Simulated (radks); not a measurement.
Q: All-electron atom: Ta21+ in [Kr] 4d10 4f6. Method: non-relativistic Kohn-Sham, PBE, spin-polarised, spherical densities, point nucleus; open shells are filled with parallel spins first (spin-orbit coupling, left out, can overturn this in heavy ions); relativity is left out, which matters for an element this heavy; computed with a radial shooting solver on a logarithmic mesh with Libxc functionals. Some entries of the table are withheld. Estimate them.

orbital,occ.,eigenvalue (eV),<r^2> (bohr^2)
1s down,1,-62549.02,0.0005756
1s up,1,-62549.00,0.0005756
2s up,1,-10739.16,0.009027
2s down,1,-10738.89,0.009026
2p up,3,-10310.88,0.006678
2p down,3,-10310.73,0.006678
3s up,1,-2897.314,0.05658
3s down,1,-2890.795,0.05645
3p up,3,-2699.968,0.05238
3p down,3,-2694.079,0.05224
3d up,5,-2331.916,0.04085
3d down,5,-2327.741,0.04070
4s up,1,-1008.987,0.2589
4s down,1,-1000.634,0.2597
4p up,3,-925.6138,0.2640
4p down,3,-917.2830,0.2651
4d up,5,-774.0186,(1)
4d down,5,-765.6036,(2)
4f up,6,-576.8589,0.2703
4f down,0,-567.7621,0.2740

A: 
(1) 4d up <r^2> (bohr^2): 0.2714
(2) 4d down <r^2> (bohr^2): 0.2732
